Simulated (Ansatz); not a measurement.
`COC(C)(C)C#N` + CH₄ → `CC(C)(C)C#N` + CH₃OH at 400 K and 1 bar (formal exchange of groups at a C–O bond).

Program: Ansatz. Geometries: PBE0-D4/def2-TZVP. ΔE: electronic, gas phase. CCSD(T)/CBS is the MP2 limit (def2-TZVPP, def2-QZVPP) plus CCSD(T) − MP2 in def2-TZVPP, frozen cores. This one scheme is used for every species. Each species was taken in one conformer, which may not be the lowest.

```tsv
species	CCSD(T)/CBS energy (Eh)	H − E (kJ/mol)	S (J/(mol·K))
`COC(C)(C)C#N`	-325.52841	393.5	409.1
CH₄	-40.46206	131.3	197.2
`CC(C)(C)C#N`	-250.38233	377.6	368.5
CH₃OH	-115.61712	151.2	252.6
```

H − E and S are ideal-gas, rigid-rotor, harmonic terms from PBE0-D4/def2-TZVP, for one conformer and one mirror image of each species. 1 Eh = 2625.50 kJ/mol, R = 8.31446 J/(mol·K).

Q: By hand: ΔE, ΔH, ΔS and ΔG.

A: ΔE = (-250.38233) + (-115.61712) − (-325.52841) − (-40.46206) = -0.00898 Eh = -23.6 kJ/mol. Δ(H − E) = 377.6 + 151.2 − 393.5 − 131.3 = 4.0, so ΔH = -19.6 kJ/mol. ΔS = 368.5 + 252.6 − 409.1 − 197.2 = 14.8 J/(mol·K). ΔG = -19.6 − 400 × (14.8)/1000 = -25.5 kJ/mol.

Q: By hand: the equilibrium constant, and the temperature at which ΔG would vanish if ΔH and ΔS stayed fixed.

A: log₁₀ K = −ΔG/(RT ln 10) = 3.3. ΔH and −TΔS have one sign here, so there is no such temperature.

The number of gas molecules stays the same, so ΔS is small and ΔH decides. A doubt of 5 kJ/mol in ΔE shifts log₁₀ K by 0.7 here. Other conformers and mirror images would add mixing entropy, several J/(mol·K) or more a flexible species. These are equilibria of isolated gas molecules and say nothing of rates. Largest T1 diagnostic: 0.012 (customary marks: 0.02 for closed shells, 0.045 for open ones).
